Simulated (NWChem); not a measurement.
The numbers come from NWChem runs, not from measurements. System: Tl, charge 0, spin multiplicity 2. Its SCF solution wasn't tested for a lower state. Level: UPBE/def2-SVP with def2 effective core potentials on Tl.

Input file:

```
start mol
memory heap 200 mb stack 900 mb global 1100 mb
geometry units angstroms nocenter noautoz
  Tl     0.000000     0.000000     0.000000
  symmetry group D2h
end
basis spherical
  * library def2-svp
end
ecp
  Tl library def2-ecp
end
dft
  xc xpbe96 cpbe96
  odft
  mult 2
  semidirect memsize 60000000 filesize 0
  iterations 100
end
task dft energy
```

Part of the output:

```
             Northwest Computational Chemistry Package (NWChem) 7.3.0
             --------------------------------------------------------

                                NWChem Input Module
                                -------------------

 Scaling coordinates for geometry "geometry" by  1.889725989
 (inverse scale =  0.529177249)

                             Geometry "geometry" -> ""
                             -------------------------

 Output coordinates in angstroms (scale by  1.889725989 to convert to a.u.)

  No.       Tag          Charge          X              Y              Z
 ---- ---------------- ---------- -------------- -------------- --------------
    1 Tl                  81.0000     0.00000000     0.00000000     0.00000000

 Effective nuclear repulsion energy (a.u.)       0.0000000000

            Nuclear Dipole moment (a.u.)
            ----------------------------
        X                 Y               Z
 ---------------- ---------------- ----------------
     0.0000000000     0.0000000000     0.0000000000

      Symmetry information
      --------------------

 Group name             D2h
 Group number             26
 Group order               8
 No. of unique centers     1

      Symmetry unique atoms

     1


 Summary of "ao basis" -> "" (spherical)
 ------------------------------------------------------------------------------
       Tag                 Description            Shells   Functions and Types
 ---------------- ------------------------------  ------  ---------------------
 *                          def2-svp                  on all atoms

 Summary of "ao basis" -> "ao basis" (spherical)
 ------------------------------------------------------------------------------
       Tag                 Description            Shells   Functions and Types
 ---------------- ------------------------------  ------  ---------------------
 Tl                         def2-svp                10       26   4s4p2d

 Summary of "ao basis" -> "ao basis" (spherical)
 ------------------------------------------------------------------------------
       Tag                 Description            Shells   Functions and Types
 ---------------- ------------------------------  ------  ---------------------
 Tl                         def2-svp                10       26   4s4p2d

      Symmetry analysis of basis
      --------------------------

        ag          8
        au          0
        b1g         2
        b1u         4
        b2g         2
        b2u         4
        b3g         2
        b3u         4

            General Information
            -------------------
          SCF calculation type: DFT
          Wavefunction type:  spin polarized.
          No. of atoms     :     1
          No. of electrons :    21
           Alpha electrons :    11
            Beta electrons :    10
          Charge           :     0
          Spin multiplicity:     2
          Use of symmetry is: on ; symmetry adaption is: on
          Maximum number of iterations: 100
          AO basis - number of functions:    26
                     number of shells:    10
          Convergence on energy requested:  1.00D-06
          Convergence on density requested:  1.00D-05
          Convergence on gradient requested:  5.00D-04

              XC Information
              --------------
          PerdewBurkeErnzerhof Exchange Functional  1.000
            Perdew 1991 LDA Correlation Functional  1.000 local
           PerdewBurkeErnz. Correlation Functional  1.000 non-local

             Grid Information
             ----------------
          Grid used for XC integration:  medium
          Radial quadrature: Mura-Knowles
          Angular quadrature: Lebedev.
          Tag              B.-S. Rad. Rad. Pts. Rad. Cut. Ang. Pts.
          ---              ---------- --------- --------- ---------
          Tl                  1.90      123           7.0       590
          Grid pruning is: on
          Number of quadrature shells:   123
          Spatial weights used:  Erf1

          Convergence Information
          -----------------------
          Convergence aids based upon iterative change in
          total energy or number of iterations.
          Levelshifting, if invoked, occurs when the
          HOMO/LUMO gap drops below (HL_TOL):  1.00D-02
          DIIS, if invoked, will attempt to extrapolate
          using up to (NFOCK): 10 stored Fock matrices.

                    Damping( 0%)  Levelshifting(0.5)       DIIS
                  --------------- ------------------- ---------------
          dE  on:    start            ASAP                start
          dE off:    2 iters        100 iters           100 iters

      Screening Tolerance Information
      -------------------------------
          Density screening/tol_rho:  1.00D-10
          AO Gaussian exp screening on grid/accAOfunc:  14
          CD Gaussian exp screening on grid/accCDfunc:  20
          XC Gaussian exp screening on grid/accXCfunc:  20
          Schwarz screening/accCoul:  1.00D-08

      Superposition of Atomic Density Guess
      -------------------------------------

 Sum of atomic energies:        -195.23702971

      Non-variational initial energy
      ------------------------------

 Total energy =    -171.415826
 1-e energy   =    -301.457098
 2-e energy   =     130.041272
 HOMO         =      -0.001035
 LUMO         =      -0.001035

 !!!!!!!!!!!!!!!!!!!!!!!!!!!!!!!!!!!!!!!!!!!!!!!!!!!!!!!!!!!!!!!!!!!!!!
 Warning - the HOMO and LUMO are degenerate and you are using symmetry.
 This can lead to non-variational energies and poor convergence.
[...]
     6 b2g         7 b3g         8 b1g         9 ag         10 ag
    11 b3u        12 b2u        13 b1u        14 ag         15 b2u
    16 b3u        17 b1u        18 b2g        19 b3g        20 b1g
    21 ag

------------------------------------------------------------
EAF file 0: "./mol.aoints.0" size=524288 bytes
------------------------------------------------------------
               write      read    awrite     aread      wait
               -----      ----    ------     -----      ----
     calls:        1         0         0         0         0
   data(b): 5.24e+05  0.00e+00  0.00e+00  0.00e+00
   time(s): 0.00e+00  0.00e+00  0.00e+00  0.00e+00  0.00e+00
rate(mb/s): 0.00e+00  0.00e+00
------------------------------------------------------------

 !! scf_movecs_sym_adapt:   12 vectors were symmetry contaminated

  Symmetry fudging

 !! scf_movecs_sym_adapt:   12 vectors were symmetry contaminated

 !! scf_movecs_sym_adapt:   16 vectors were symmetry contaminated

  Symmetry fudging

 !! scf_movecs_sym_adapt:   16 vectors were symmetry contaminated

   convergence    iter        energy       DeltaE   RMS-Dens  Diis-err    time
 ---------------- ----- ----------------- --------- --------- ---------  ------
 d= 0,ls=0.0,diis     1   -172.5147908002 -1.73D+02  1.81D-02  1.68D-02     0.3
                                                     1.50D-02  1.48D-02
 d= 0,ls=0.5,diis     2   -172.5298029184 -1.50D-02  1.22D-03  2.05D-04     0.3
                                                     1.20D-03  1.16D-04
 d= 0,ls=0.5,diis     3   -172.5299549655 -1.52D-04  3.35D-04  1.81D-05     0.3
                                                     3.55D-04  2.40D-05
 d= 0,ls=0.5,diis     4   -172.5299725472 -1.76D-05  1.67D-04  2.84D-06     0.3
                                                     1.72D-04  2.62D-06

 !! scf_movecs_sym_adapt:    2 vectors were symmetry contaminated

  Symmetry fudging
 d= 0,ls=0.5,diis     5   -172.5299761277 -3.58D-06  8.38D-05  8.28D-07     0.3
                                                     8.33D-05  5.70D-07
 d= 0,ls=0.5,diis     6   -172.5299770764 -9.49D-07  4.53D-05  2.71D-07     0.3
                                                     4.22D-05  1.43D-07

 !! scf_movecs_sym_adapt:    2 vectors were symmetry contaminated

  Symmetry fudging
 d= 0,ls=0.5,diis     7   -172.5299773664 -2.90D-07  2.42D-05  9.25D-08     0.3
                                                     1.98D-05  3.72D-08

 !! scf_movecs_sym_adapt:    2 vectors were symmetry contaminated

  Symmetry fudging
 d= 0,ls=0.5,diis     8   -172.5299774583 -9.20D-08  1.40D-05  3.58D-08     0.4
                                                     9.88D-06  1.13D-08

 !! scf_movecs_sym_adapt:    2 vectors were symmetry contaminated

  Symmetry fudging
 d= 0,ls=0.5,diis     9   -172.5299774918 -3.35D-08  8.46D-06  1.45D-08     0.4
                                                     4.99D-06  3.76D-09

         Total DFT energy =     -172.529977504865
      One electron energy =     -301.422156908111
           Coulomb energy =      143.841966332569
    Exchange-Corr. energy =      -14.949786929323
 Nuclear repulsion energy =        0.000000000000

 Numeric. integr. density =       21.000000081673

     Total iterative time =      0.2s

                  Occupations of the irreducible representations
                  ----------------------------------------------

                     irrep           alpha         beta
                     --------     --------     --------
                     ag                4.0          4.0
                     au                0.0          0.0
                     b1g               1.0          1.0
                     b1u               1.0          1.0
                     b2g               1.0          1.0
                     b2u               1.0          1.0
                     b3g               1.0          1.0
                     b3u               2.0          1.0

                    DFT Final Alpha Molecular Orbital Analysis
                    ------------------------------------------

 Vector    9  Occ=1.000000D+00  E=-5.641582D-01  Symmetry=ag
              MO Center= -2.7D-17,  2.3D-16,  6.4D-16, r^2= 6.5D-01
   Bfn.  Coefficient  Atom+Function         Bfn.  Coefficient  Atom+Function
  ----- ------------  ---------------      ----- ------------  ---------------
    21      0.829610  1 Tl d  2              19     -0.478976  1 Tl d  0
    26      0.083156  1 Tl d  2              24     -0.048010  1 Tl d  0
     3     -0.035334  1 Tl s

 Vector   10  Occ=1.000000D+00  E=-3.527293D-01  Symmetry=ag
              MO Center=  2.8D-32,  5.3D-31,  1.5D-30, r^2= 2.0D+00
   Bfn.  Coefficient  Atom+Function         Bfn.  Coefficient  Atom+Function
  ----- ------------  ---------------      ----- ------------  ---------------
     3      0.876192  1 Tl s                  1     -0.577812  1 Tl s
     4      0.346721  1 Tl s                  2     -0.088785  1 Tl s

 Vector   11  Occ=1.000000D+00  E=-9.652801D-02  Symmetry=b3u
              MO Center= -1.1D-14, -7.7D-16, -7.1D-16, r^2= 4.6D+00
   Bfn.  Coefficient  Atom+Function         Bfn.  Coefficient  Atom+Function
  ----- ------------  ---------------      ----- ------------  ---------------
    14      0.614454  1 Tl px                11      0.531270  1 Tl px
     8     -0.163535  1 Tl px                 5     -0.161506  1 Tl px

 Vector   12  Occ=0.000000D+00  E=-9.128415D-02  Symmetry=b2u
              MO Center= -1.7D-30, -2.3D-16, -3.2D-31, r^2= 4.4D+00
   Bfn.  Coefficient  Atom+Function         Bfn.  Coefficient  Atom+Function
  ----- ------------  ---------------      ----- ------------  ---------------
    15      0.590834  1 Tl py                12      0.557703  1 Tl py
     9     -0.168387  1 Tl py                 6     -0.165950  1 Tl py

 Vector   13  Occ=0.000000D+00  E=-9.128414D-02  Symmetry=b1u
              MO Center= -3.1D-30,  2.3D-30, -6.4D-16, r^2= 4.4D+00
   Bfn.  Coefficient  Atom+Function         Bfn.  Coefficient  Atom+Function
  ----- ------------  ---------------      ----- ------------  ---------------
    16      0.590834  1 Tl pz                13      0.557703  1 Tl pz
    10     -0.168387  1 Tl pz                 7     -0.165950  1 Tl pz

 Vector   14  Occ=0.000000D+00  E= 1.205744D-01  Symmetry=ag
              MO Center=  9.7D-14, -1.1D-14,  2.7D-14, r^2= 5.4D+00
   Bfn.  Coefficient  Atom+Function         Bfn.  Coefficient  Atom+Function
  ----- ------------  ---------------      ----- ------------  ---------------
     3      2.140094  1 Tl s                  4     -1.944568  1 Tl s
     1     -0.507146  1 Tl s                  2     -0.156216  1 Tl s
    26     -0.031573  1 Tl d  2

                     DFT Final Beta Molecular Orbital Analysis
                     -----------------------------------------

 Vector    8  Occ=1.000000D+00  E=-5.632138D-01  Symmetry=b2g
              MO Center= -1.6D-32,  6.6D-40,  1.2D-18, r^2= 6.4D-01
   Bfn.  Coefficient  Atom+Function         Bfn.  Coefficient  Atom+Function
  ----- ------------  ---------------      ----- ------------  ---------------
    20      0.962781  1 Tl d  1              25      0.086399  1 Tl d  1

 Vector    9  Occ=1.000000D+00  E=-5.594821D-01  Symmetry=ag
              MO Center= -2.1D-17, -1.2D-16,  1.1D-17, r^2= 6.4D-01
   Bfn.  Coefficient  Atom+Function         Bfn.  Coefficient  Atom+Function
  ----- ------------  ---------------      ----- ------------  ---------------
    21      0.832870  1 Tl d  2              19     -0.480858  1 Tl d  0
    26      0.074252  1 Tl d  2               3     -0.060145  1 Tl s
    24     -0.042869  1 Tl d  0               1      0.036102  1 Tl s

 Vector   10  Occ=1.000000D+00  E=-3.363551D-01  Symmetry=ag
              MO Center=  6.7D-19, -8.2D-19, -1.4D-18, r^2= 1.9D+00
   Bfn.  Coefficient  Atom+Function         Bfn.  Coefficient  Atom+Function
  ----- ------------  ---------------      ----- ------------  ---------------
     3      0.898132  1 Tl s                  1     -0.582258  1 Tl s
     4      0.325220  1 Tl s                  2     -0.090503  1 Tl s
    21      0.052804  1 Tl d  2              19     -0.030486  1 Tl d  0

 Vector   11  Occ=0.000000D+00  E=-7.889515D-02  Symmetry=b2u
              MO Center=  1.0D-18,  1.1D-16, -3.0D-18, r^2= 4.4D+00
   Bfn.  Coefficient  Atom+Function         Bfn.  Coefficient  Atom+Function
  ----- ------------  ---------------      ----- ------------  ---------------
    15      0.577191  1 Tl py                12      0.572752  1 Tl py
     9     -0.170936  1 Tl py                 6     -0.168237  1 Tl py

 Vector   12  Occ=0.000000D+00  E=-7.889515D-02  Symmetry=b1u
              MO Center= -4.0D-18,  1.7D-17, -1.8D-17, r^2= 4.4D+00
   Bfn.  Coefficient  Atom+Function         Bfn.  Coefficient  Atom+Function
  ----- ------------  ---------------      ----- ------------  ---------------
    16      0.577191  1 Tl pz                13      0.572752  1 Tl pz
    10     -0.170936  1 Tl pz                 7     -0.168237  1 Tl pz

 Vector   13  Occ=0.000000D+00  E=-5.676595D-02  Symmetry=b3u
              MO Center= -2.7D-16,  4.1D-16, -2.6D-16, r^2= 4.6D+00
   Bfn.  Coefficient  Atom+Function         Bfn.  Coefficient  Atom+Function
  ----- ------------  ---------------      ----- ------------  ---------------
    14      0.615050  1 Tl px                11      0.530488  1 Tl px
     8     -0.163498  1 Tl px                 5     -0.160601  1 Tl px

   alpha - beta orbital overlaps
   -----------------------------

   alpha      1      2      3      4      5      6      7      8      9     10
    beta      1      2      3      4      5      6      7      8      9     10
 overlap   1.000  1.000  1.000  1.000  1.000  1.000  1.000  1.000  1.000  0.999

   alpha     11     12     13     14     15     16     17     18     19     20
    beta     13     11     12     14     17     15     16     20     21     22
 overlap   1.000  1.000  1.000  0.998  1.000  1.000  1.000  1.000  1.000  0.997

   alpha     21     22     23     24     25     26
    beta     18     19     23     24     25     26
 overlap   1.000  1.000  1.000  1.000  1.000  1.000

     --------------------------
     Expectation value of S2:
     --------------------------
      <S2> =      0.7511 (Exact =     0.7500)

 Task  times  cpu:        0.4s     wall:        0.4s

 Total times  cpu:        0.4s     wall:        0.4s
```
